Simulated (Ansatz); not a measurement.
# Molecular dynamics of Nb16H

Input:

```yaml
crystal:
  lattice:
    - [6.6, 0.0, 0.0]
    - [0.0, 6.6, 0.0]
    - [0.0, 0.0, 6.6]
  atoms:
    - { symbol: Nb, position: [0.00032813, -0.0226991, -0.00569871] }
    - { symbol: Nb, position: [0.51168798, -0.00524582, 0.00850225] }
    - { symbol: Nb, position: [-0.01891668, 0.51033132, -0.02284884] }
    - { symbol: Nb, position: [0.01737323, 0.00735153, 0.47428132] }
    - { symbol: Nb, position: [0.22906427, 0.26174547, 0.25378458] }
    - { symbol: Nb, position: [0.50054225, 0.49257811, -0.01055472] }
    - { symbol: Nb, position: [0.53966206, 0.00485843, 0.47952439] }
    - { symbol: Nb, position: [0.76168898, 0.25547314, 0.22145131] }
    - { symbol: Nb, position: [0.020816, 0.49038009, 0.49841214] }
    - { symbol: Nb, position: [0.23453393, 0.73765322, 0.25879805] }
    - { symbol: Nb, position: [0.26505801, 0.20666931, 0.74659606] }
    - { symbol: Nb, position: [0.50712457, 0.46685971, 0.50181218] }
    - { symbol: Nb, position: [0.75690191, 0.75866364, 0.24430852] }
    - { symbol: Nb, position: [0.73846195, 0.24498422, 0.75980904] }
    - { symbol: Nb, position: [0.25833099, 0.72083763, 0.7292683] }
    - { symbol: Nb, position: [0.75949655, 0.75282687, 0.74148305] }
    - { symbol: H, position: [0.47391059, 0.72765885, 0.5495377] }
basis:
  ecutwfc: 420.0
kpoints:
  mp_grid: { grid: [2, 2, 2] }
hamiltonian:
  xc: pbesol
scf:
  occupations: { method: fermi_dirac, width: 0.05 }
  lower_state_search: "off"
md:
  timestep: 0.5
  n_steps: 240
  ensemble: nvt_langevin
  temperature: 1680.0
  initial_velocities: maxwell_boltzmann
  seed: 166959
  friction: 0.005
```

Launched with:

```bash
$ ansatz run input.yaml --threads 2 --pin off --max-ram 5120MiB --backend cpu --events-out ev --progress --plain --runs-dir out
```

It goes on from the last frame of an earlier run, with new velocities.

Output, in part (step lines):

```
md step     0: t =     0.00 fs  T =  1581.2 K  F+E_penalty+E_count = -71942.56045638 eV  E_kin = 3.474509 eV  (7 SCF iters)
md step     1: t =     0.50 fs  T =  1634.6 K  F+E_penalty+E_count = -71942.54258686 eV  E_kin = 3.591858 eV  (6 SCF iters)
md step     2: t =     1.00 fs  T =  1713.2 K  F+E_penalty+E_count = -71942.52752349 eV  E_kin = 3.764707 eV  (6 SCF iters)
md step     3: t =     1.50 fs  T =  1735.9 K  F+E_penalty+E_count = -71942.51639942 eV  E_kin = 3.814483 eV  (6 SCF iters)
md step     4: t =     2.00 fs  T =  1780.1 K  F+E_penalty+E_count = -71942.50797486 eV  E_kin = 3.911563 eV  (6 SCF iters)
md step     5: t =     2.50 fs  T =  1776.5 K  F+E_penalty+E_count = -71942.50307950 eV  E_kin = 3.903622 eV  (4 SCF iters)
md step     6: t =     3.00 fs  T =  1805.8 K  F+E_penalty+E_count = -71942.50095437 eV  E_kin = 3.968198 eV  (4 SCF iters)
md step     7: t =     3.50 fs  T =  1836.7 K  F+E_penalty+E_count = -71942.49954285 eV  E_kin = 4.035931 eV  (4 SCF iters)
[... lines left out ...]
md step   239: t =   119.50 fs  T =  1719.8 K  F+E_penalty+E_count = -71941.38080497 eV  E_kin = 3.779185 eV  (4 SCF iters)
md step   240: t =   120.00 fs  T =  1681.8 K  F+E_penalty+E_count = -71941.40976122 eV  E_kin = 3.695603 eV  (6 SCF iters)
```

The steps, from the saved trajectory:

```tsv
time (fs)	T (K)	potential energy less start (eV)
0	1581	0.000
4	1825	0.061
8	1765	0.164
12	1595	0.305
16	1455	0.516
20	1185	0.869
24	1346	0.801
28	1318	0.928
32	1253	1.027
36	1395	1.100
40	1439	1.034
44	1371	1.097
48	1394	1.019
52	1532	0.963
56	1407	1.017
60	1337	1.180
64	1453	1.087
68	1409	1.164
72	1345	1.222
76	1394	1.103
80	1424	1.071
84	1389	1.276
88	1636	1.198
92	1813	1.143
96	1588	1.438
100	1622	1.408
104	1424	1.638
108	1572	1.387
112	1612	1.403
116	1559	1.370
120	1682	1.151
```

All steps were run. A run of 0.12 ps of so small a system gives no equilibrium averages. Limits of this set-up: coarse k mesh, odd electron count without spin, a small cell, in which the defect meets its images.

Mean squared displacements from the first frame to the last, about the centre of mass: Nb 0.11 Å², H 0.32 Å².

Last frame:

```xyz
17
Lattice="6.6000 0.0000 0.0000 0.0000 6.6000 0.0000 0.0000 0.0000 6.6000" Properties=species:S:1:pos:R:3
Nb 0.028 0.240 0.128
Nb 3.155 0.198 -0.242
Nb -0.051 3.225 -0.008
Nb -0.072 -0.066 3.500
Nb 1.626 1.619 1.545
Nb 3.333 3.272 0.098
Nb 3.056 -0.091 3.371
Nb 4.712 1.573 1.610
Nb -0.116 3.264 3.403
Nb 1.542 4.853 1.445
Nb 1.413 1.856 4.880
Nb 3.179 3.269 3.059
Nb 4.896 4.798 1.560
Nb 4.867 1.828 4.869
Nb 1.452 5.146 5.013
Nb 4.885 5.091 4.767
H 2.961 4.793 4.198
```

Time of the run: 24 min on 2 threads of AMD EPYC 7R43 64-Core Processor (Zen 3), on a shared host, peak memory 1.1 GiB.
